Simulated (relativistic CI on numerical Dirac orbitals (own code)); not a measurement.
## d4 in a ligand field

Computed with a parametric ligand-field model of a d^n configuration (Racah B and C, spin-orbit zeta, crystal field), exact diagonalisation.

Field parameters in Wybourne normalisation: Oh B⁴₀ = 21Dq, B⁴₄ = √(5/14) B⁴₀; Td as Oh with Dq negative (B⁴₀ = 21Dq, B⁴₄ = √(5/14) B⁴₀). The field is a parameter set, without covalency.

**Question.** Lowest levels for B = 560, C = 2020, ζ = 2600 cm⁻¹, Oh, 10Dq = 35400 cm⁻¹?

**Answer.** A1 0 (S 0.99), T1 2539 (S 1.02), T2 4571 (S 0.92), E 4697 (S 0.96), T2 11197 (S 0.24), E 11708 (S 0.18), A1 20409 (S 0.17), A2 26491 (S 1.98), T2 26529 (S 1.97) cm⁻¹, with S from ⟨S²⟩ = S(S + 1). The ground level has 0.06 electrons in the cubic e pair.

**Question.** Lowest levels for B = 340, C = 1650, ζ = 4400 cm⁻¹, Oh, 10Dq = 25600 cm⁻¹?

**Answer.** A1 0 (S 1.00), T1 5992 (S 1.09), T2 8333 (S 0.78), E 8553 (S 0.85), T2 16177 (S 0.62), E 16181 (S 0.58), A1 23089 (S 0.50), T1 24571 (S 1.76), A2 24617 (S 1.89) cm⁻¹, with S from ⟨S²⟩ = S(S + 1). The ground level has 0.19 electrons in the cubic e pair.

**Question.** Lowest levels for B = 670, C = 2830, ζ = 2750 cm⁻¹, Oh, 10Dq = 26500 cm⁻¹?

**Answer.** A1 0 (S 1.07), T1 2782 (S 1.10), E 5239 (S 1.05), T2 5271 (S 0.98), T2 13272 (S 0.55), E 13893 (S 0.91), A2 14311 (S 1.98), T2 14633 (S 1.84), T1 14886 (S 1.91) cm⁻¹, with S from ⟨S²⟩ = S(S + 1). The ground level has 0.14 electrons in the cubic e pair.

**Question.** Lowest levels for B = 920, C = 3430, ζ = 150 cm⁻¹, Oh, 10Dq = 19500 cm⁻¹?

**Answer.** A1 0 (S 1.98), T1 9 (S 1.99), E 18 (S 1.99), T2 25 (S 2.00), A2 32 (S 2.00), A1 1528 (S 1.03), T1 1591 (S 1.02), T2 1708 (S 1.00), E 1716 (S 1.01) cm⁻¹, with S from ⟨S²⟩ = S(S + 1). The ground level has 0.98 electrons in the cubic e pair.

**Question.** Lowest levels for B = 460, C = 2020, ζ = 250 cm⁻¹, Td, 10Dq = -4100 cm⁻¹?

**Answer.** A1 0 (S 2.00), T1 20 (S 2.00), T2 38 (S 2.00), E 213 (S 2.00), T1 224 (S 2.00), T2 349 (S 2.00), A2 4266 (S 2.00), T2 4268 (S 2.00), E 4271 (S 2.00) cm⁻¹, with S from ⟨S²⟩ = S(S + 1). The ground level has 2.00 electrons in the cubic e pair.
